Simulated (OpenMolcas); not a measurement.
Pd3+ among 6 point charges of -1 e arranged as a trigonal prism (D3h), with a polar angle of 57.9° against the regular 49.1°.

| Quantity | Value |
| --- | --- |
| Program | OpenMolcas |
| Method | SS-CASPT2, IPEA 0.25 Eh, imaginary shift 0.1 Eh (closed shells correlated: 4s 4p) |
| Basis | ANO-RCC-VDZP [6s5p3d1f] |
| Scalar Hamiltonian | DKH2, point nucleus |
| Active space | 7 electrons in 5 orbitals (4d) |
| State averaging | 2S+1 = 4 even, 10 roots; 2S+1 = 2 even, 40 roots |
| Spin-orbit coupling | RASSI with atomic mean-field integrals over the reference wave functions |

All point charges move together. At R = 1.65 Å the first state of the same spin is 3420 cm-1, and at R = 1.83 Å it is 2040 cm-1.

Question: A third run gives 1430 cm-1. What distance was it run at?

Answer: With a power law R^-n the two known points give n = -ln(2040 / 3420) / ln(1.83 / 1.65) = 4.99. Then R = 1.65 × (3420 / 1430)^(1/4.99) = 1.965 Å. The run was at 1.95 Å, so the estimate is off by +0.015 Å.

Roots that are degenerate in the reference are averaged as groups; the widest CASPT2 spread within a group is 130 cm-1 (the 2-fold group of multiplicity 4 near 0 cm-1 above the lowest state of its run, R = 1.83). Shifts and gaps below about the spread of the groups concerned are not significant. An orbital doublet at a regular site is open to a Jahn-Teller distortion, which this geometry leaves out. Point charges give a weaker field than real ligands, and real ions of this kind are as a rule low spin; the high spin found here belongs to the model. Free-ion shares, where given, are those of the reference states; single-state CASPT2 does not remix them. The ground term spreads over less than 5000 cm-1, several times less than with real ligands, so orbital moments are less quenched and χT lies further from the spin-only value than at real sites (holds for R = 1.83; R = 1.95). Point charges carry no covalency, so the field is a model and not that of real ligands. No measured value stands beside these numbers.
